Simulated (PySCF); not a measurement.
GeHCl, SMILES [GeH][Cl] (connectivity only; charge and spin as stated), neutral, multiplicity 1. Atoms are numbered in the order given.

```xyz
3

Ge     0.0512     0.7369     0.0000
H     -1.5334     0.8869     0.0000
Cl    -0.0062    -1.4393     0.0000
```

Coordinates come from a ωB97X-D3(BJ)/def2-TZVP optimisation.

Vertical ionisation energy (IE) and electron affinity (EA) in eV. Rows of orbital energies are one-electron estimates. Where ΔSCF, EOM or ADC give a negative EA the extra electron is unbound and the value depends on the basis.

| level | IE | EA |
|---|---|---|
| −ε(HOMO), −ε(LUMO), CAM-B3LYP/def2-TZVPD (PySCF) | 8.48 | 2.06 |
| −ε(HOMO), −ε(LUMO), B3LYP/def2-TZVPD (PySCF) | … | … |
| ADC(2)/aug-cc-pVDZ (PySCF) | 9.21 | 1.12 |

Problem. Fill in the missing entries. (The exact figures need the calculation; the answer reports its results.)

Solution. 
- −ε(HOMO), −ε(LUMO), B3LYP/def2-TZVPD (PySCF), IE: 7.02
- −ε(HOMO), −ε(LUMO), B3LYP/def2-TZVPD (PySCF), EA: 3.32

Problem. Beyond the first one, list the lowest photoelectron lines from ADC(2)/aug-cc-pVDZ (PySCF) with their pole strengths (two spins summed). (The exact figures need the calculation; the answer reports its results.)

Solution. 11.29 eV (1.78), 11.42 eV (1.78), 12.54 eV (1.80), 17.02 eV (1.73).
